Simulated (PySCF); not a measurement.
How methods differ on the ionisation energy of Cd⁴⁴⁺

Cd⁴⁴⁺ [He] 2s2 (1S) → Cd⁴⁵⁺ [He] 2s1 (2S), as a difference of total energies. Calculation: PySCF 2.14, in an uncontracted even-tempered set (19 s from 21 bohr⁻², ratio 2.2; 8 p from 32 bohr⁻², ratio 2.4; 5 d from 95 bohr⁻², ratio 2.4; 5 f from 140 bohr⁻², ratio 2.4; 4 g from 210 bohr⁻², ratio 2.4); scalar relativity by spin-free X2C-1e. Correlated levels: nothing frozen; virtual orbitals above 40 to 60 times the deepest correlated orbital energy dropped. The calculations carry no spin-orbit coupling.

```tsv
method	ionisation energy (eV)
UHF	7413.6
LDA	7409.5
PBE	7419.0
PBE0	7418.0
r2SCAN	7412.1
MN15	7425.3
BLYP	7418.2
MP2 (all electrons)	7419.4
SCS-MP2 (all electrons)	7420.5
```

Problem. How much does correlation contribute at MP2 (all electrons)?

Solution. 7419.4 − (7413.6) = 5.8 eV, measured against UHF.

For this ion Breit and QED terms and the two-electron picture change, all absent here, outweigh the differences among the correlated methods.

For comparison: 7414 ± 7 eV (semi-empirical (NIST evaluation); NIST Atomic Spectra Database, ionization energies).
